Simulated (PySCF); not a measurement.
Excited states between 380 and 750 nm. Vertical TDDFT excitations of isolated species (PySCF; the level stands beside each; core orbitals frozen in the response), one conformer each, no solvent.

1. `C#C[C@H](C)C[SiH2]C`
2. `C=Cc1cc(=S)cco1`
3. `S=C1[C@](CC1)(C)F`
4. `NCCC=S`
5. `CSCC#CCF`
6. `O=C[SiH2]C#CC`
7. `[SiH2]1C[C@H](CF)O1`
8. `C#CP=C=O`

Task: For which of them does the calculation put a singlet between 380 and 750 nm?

Result: 2, 3, 4, 6 and 8.

1. (B3LYP/def2-SVPD on a GFN2-xTB geometry) 188 nm (f 0.006); 184 nm (f 0.005); 182 nm (f 0.004); 173 nm (f 0.046); 173 nm (f 0.032).
2. (CAM-B3LYP/def2-SVPD on a GFN2-xTB geometry) 510 nm (f 0.000); 312 nm (f 0.517); 284 nm (f 0.001); 272 nm (f 0.057); 247 nm (f 0.213). S1 lies in the visible range (380 to 750 nm), at 510 nm, dark in the vertical dipole picture (f under 0.0005); light of that wavelength is green, and its complementary colour is purple; a Tamm–Dancoff triplet lies at 592 nm, without intensity as long as spin–orbit coupling is left out.
3. (CAM-B3LYP/def2-SVPD on a GFN2-xTB geometry) 530 nm (f 0.000); 226 nm (f 0.069); 218 nm (f 0.130); 203 nm (f 0.036); 194 nm (f 0.074). S1 lies in the visible range (380 to 750 nm), at 530 nm, dark in the vertical dipole picture (f under 0.0005); light of that wavelength is green, and its complementary colour is purple; a Tamm–Dancoff triplet lies at 660 nm, without intensity as long as spin–orbit coupling is left out.
4. (PBE0/def2-SVPD on a GFN2-xTB geometry) 520 nm (f 0.000); 317 nm (f 0.045); 210 nm (f 0.008); 205 nm (f 0.275); 198 nm (f 0.012). S1 lies in the visible range (380 to 750 nm), at 520 nm, dark in the vertical dipole picture (f under 0.0005); light of that wavelength is green, and its complementary colour is purple; a Tamm–Dancoff triplet lies at 664 nm, without intensity as long as spin–orbit coupling is left out.
5. (PBE0/def2-SVPD on a GFN2-xTB geometry) 243 nm (f 0.008); 222 nm (f 0.001); 210 nm (f 0.038); 204 nm (f 0.000); 199 nm (f 0.001).
6. (PBE0/def2-SVPD on a GFN2-xTB geometry) 383 nm (f 0.002); 231 nm (f 0.002); 222 nm (f 0.018); 216 nm (f 0.030); 212 nm (f 0.048). S1 lies in the visible range (380 to 750 nm), at 383 nm, f = 0.0024; light of that wavelength is violet, and its complementary colour is yellow-green; a Tamm–Dancoff triplet lies at 495 nm, without intensity as long as spin–orbit coupling is left out.
7. (wB97X-D/def2-SVPD on a GFN2-xTB geometry) 188 nm (f 0.001); 178 nm (f 0.054); 163 nm (f 0.011); 158 nm (f 0.011); 152 nm (f 0.023).
8. (wB97X-D/def2-SVPD on a GFN2-xTB geometry) 415 nm (f 0.000); 246 nm (f 0.001); 242 nm (f 0.088); 225 nm (f 0.026); 202 nm (f 0.000). S1 lies in the visible range (380 to 750 nm), at 415 nm, dark in the vertical dipole picture (f under 0.0005); light of that wavelength is violet, and its complementary colour is yellow-green; a Tamm–Dancoff triplet lies at 456 nm, without intensity as long as spin–orbit coupling is left out.
